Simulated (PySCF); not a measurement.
C₃H₆BFO, SMILES C=CCB(O)F. Atoms are numbered in the order given.

```xyz
12

B      0.5190     0.5447     0.6629
C      0.3199    -0.9481     0.1547
C     -0.9709    -1.1214    -0.5956
C     -1.1266    -0.9458    -1.9123
H      0.3929    -1.6395     1.0093
H      1.1836    -1.1685    -0.4994
H     -1.8587    -1.3497     0.0095
H     -0.2733    -0.7239    -2.5648
H     -2.1062    -1.0431    -2.3902
F      1.3957     0.7986     1.6394
O     -0.1359     1.5989     0.1316
H     -0.7410     1.3138    -0.5673
```

Coordinates come from a ωB97X-D3(BJ)/def2-SVP optimisation. One conformer was computed; it need not be the lowest.

Calculation: r2SCAN/def2-TZVP run with PySCF.

Gas-phase values at a fixed geometry.

The total energy is -317.91333 hartree and the highest occupied level is -6.78 eV. The lowest empty level comes out as -1.04 eV. The orbital gap is 5.74 eV and the dipole moment is 2.44 D. The quadrupole, principal values (traceless, Buckingham form, about the centre of nuclear charge) comes out as -8.12, 2.63, 5.49 D·Å. The mean static polarisability is 53.5 bohr³ (7.93 Å³) and the polarisability, principal values is 45.0, 48.3, 67.3 bohr³.
